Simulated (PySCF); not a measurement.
B(Me)(OH)(SH) (CH₅BOS), SMILES CB(O)S. Atoms are numbered in the order given.

```xyz
9

B      0.1171     0.4061     0.0000
C     -1.0738     1.4425     0.0000
H     -1.0122     2.0993    -0.8863
H     -1.0122     2.0993     0.8863
H     -2.0684     0.9733     0.0000
O      1.4274     0.7801     0.0000
H      1.5494     1.7381     0.0000
S     -0.2531    -1.3771     0.0000
H      1.0314    -1.8034     0.0000
```
Charge 0, spin multiplicity 1.

The structure is a stationary point at B3LYP-D3(BJ)/def2-SVP. The values are those of a single conformer.

Calculation: TDA-PBE0/def2-SVPD run with PySCF.

Vertical excitations. Isolated molecule, no solvent. State labels are in the subgroup Cs.

Computed lowest excited states:
```tsv
state	symmetry	energy (eV)	λ (nm)	f	main pairs
S1	A"	6.40	194	0.024	HOMO→LUMO 86 %
S2	A"	6.83	182	0.000	HOMO→LUMO+2 73 %, HOMO→LUMO 13 %
S3	A'	6.88	180	0.201	HOMO→LUMO+1 91 %
S4	A"	7.44	167	0.000	HOMO−1→LUMO+1 95 %
S5	A"	7.56	164	0.034	HOMO→LUMO+3 72 %, HOMO→LUMO+4 16 %
S6	A'	7.75	160	0.086	HOMO−1→LUMO 97 %
S7	A"	7.92	157	0.017	HOMO→LUMO+4 74 %, HOMO→LUMO+3 20 %
S8	A'	8.39	148	0.003	HOMO→LUMO+5 66 %, HOMO−1→LUMO+2 30 %
S9	A"	8.40	148	0.000	HOMO→LUMO+6 79 %, HOMO−2→LUMO+1 14 %
S10	A'	8.47	146	0.008	HOMO−1→LUMO+2 54 %, HOMO→LUMO+5 28 %, HOMO−2→LUMO 12 %
T1	A'	5.63	220	0	HOMO→LUMO+1 98 %
T2	A"	6.07	204	0	HOMO→LUMO+2 48 %, HOMO→LUMO 43 %
T3	A"	6.50	191	0	HOMO→LUMO 51 %, HOMO→LUMO+2 27 %
T4	A"	6.88	180	0	HOMO−1→LUMO+1 90 %
```
Triplets are in the Tamm–Dancoff approximation.
